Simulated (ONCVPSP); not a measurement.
**potassium: excitation energies, all-electron against ONCV**

* Element: potassium (K)
* Generator: ONCVPSP 4.0.1
* Type: optimised norm-conserving Vanderbilt (ONCV)
* Functional: PBEsol
* Relativity: non-relativistic
* Frozen core: [Ne]
* Valence charge: 9
* Reference configuration: 3s2 3p6 4s1
* Partial waves: 3s+4s: rc 2.40 bohr, ncon 4, nbas 7, qcut 5.6 1/bohr, 2 projectors; 3p: rc 1.55 bohr, ncon 3, nbas 6, qcut 10.7 1/bohr, 2 projectors, debl 1 Ha; d scattering state at 0.36 Ha: rc 2.35 bohr, ncon 4, nbas 7, qcut 4.1 1/bohr, 1 projector
* Local potential: polynomial inside 1.10 bohr (lpopt 5, dvloc0 1 Ha)
* Core correction: none

Energies are relative to the spin-unpolarised reference configuration 3s2 3p6 4s1; without spin polarisation the order of configurations can differ from experiment.

```json
{"valence configuration": "3s2 3p6 4s0", "charge": "+1", "ΔE all-electron (eV)": "4.200", "error AE − PS (meV)": "-0.1"}
{"valence configuration": "3s2 3p6 4s0 4p1", "charge": "0", "ΔE all-electron (eV)": "1.501", "error AE − PS (meV)": "-0.1"}
{"valence configuration": "3s2 3p5 4s1", "charge": "+1", "ΔE all-electron (eV)": "24.930", "error AE − PS (meV)": "+19"}
```

(1) What are ΔE and the potential's error for 3s2 3p6 4s0.5?

Results:

(1) ΔE = 1.615 eV all-electron; the error (AE − PS) is 0.0 meV.
